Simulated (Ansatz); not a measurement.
The same path of BCl2H2N + FH (8 atoms, charge 0, multiplicity 1) was run twice with different band settings. Lost on the way: F7–H8. Made: B1–F7, N2–H8.

Computed with RKS PBE/def2-SVP in Ansatz.

Relaxed end points:

```xyz
8
Properties=species:S:1:pos:R:3
B 0.016 -0.269 0.192
N -0.015 -0.116 1.606
H -0.827 -0.428 2.143
H 0.855 -0.090 2.143
Cl 1.544 -0.077 -0.668
Cl -1.467 -0.681 -0.668
F -0.538 2.491 0.872
H -0.372 1.666 1.312
```

```xyz
8
Properties=species:S:1:pos:R:3
B -0.056 0.524 0.091
N -0.141 0.209 1.712
H -0.243 -0.805 1.868
H 0.720 0.527 2.185
Cl 1.471 -0.360 -0.459
Cl -1.628 -0.173 -0.585
F 0.030 1.888 -0.006
H -0.956 0.686 2.128
```

Common settings: spring 5.0 eV/Å²; optimiser quadratic models (default); start path through a guess of the saddle point; force threshold 0.05 eV/Å; iteration limit 60; end points relaxed.

| run | movable images | climbing image |
| --- | --- | --- |
| 1 | 7 | yes |
| 2 | 6 | no |

Task: What does each run give, and how far can it be trusted?

Result: Run 1: converged after 13 iterations, highest image 0.333 eV above the first end. A vibrational analysis at the climbing image gives one clearly imaginary mode, 514i cm⁻¹: a first-order saddle point.
Run 2: converged after 11 iterations, highest image 0.331 eV above the first end. No image climbed, so the highest image needn't sit at the top of the path.
The orbitals stay closed-shell, which can raise the energy where a bond breaks towards radicals; this wasn't checked here.
